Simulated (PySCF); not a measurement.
NICS in isomers of C6H5FO2S.

NICS = −σ at a ghost point: NICS(0) at the centroid of the ring atoms, NICS(1) 1 Å to either side along the normal of their mean plane, zz for the tensor component along that normal. Level: GIAO PBE0/pcSseg-1 (PySCF, non-relativistic, gas phase) on the GFN2-xTB geometries, one conformer each. Atom numbers follow the mapped SMILES.

Problem. Order these rings by mean NICS(1)zz, lowest (most negative) first (ppm).
A. ring C5–C6–C7–C8–C9–C10 in `[O:1]=[S:2](=[O:3])([F:4])[c:5]1[cH:6][cH:7][cH:8][cH:9][cH:10]1`
B. ring C3–C4–S5–C6–C10 in `[CH3:1][O:2][c:3]1[cH:4][s:5][c:6]([C:7](=[O:8])[F:9])[cH:10]1`
C. ring C3–C4–C5–S6–C7 in `[CH3:1][O:2][c:3]1[cH:4][cH:5][s:6][c:7]1[C:8](=[O:9])[F:10]`

Solution. A (-29.1), B (-23.0), C (-21.9).

```csv
SMILES,ring,NICS(0),NICS(1),NICS(1)zz,HOMA,rms pucker (Å),ring atoms with four or more neighbours
O=S(=O)(F)c1ccccc1,6-membered carbocycle; formal bonds all aromatic,-9.4,-11.7,-29.1,0.99,0.00,0
COc1csc(C(=O)F)c1,5-membered ring with S; formal bonds all aromatic,-13.3,-10.7,-23.0,0.87,0.00,0
COc1ccsc1C(=O)F,5-membered ring with S; formal bonds all aromatic,-12.8,-10.3,-21.9,0.84,0.00,0
```

NICS(0) gives another order. The isotropic NICS(1) gives the same order. HOMA uses Krygowski's 1993 parameters. NICS(1) and NICS(1)zz are means over the two faces.
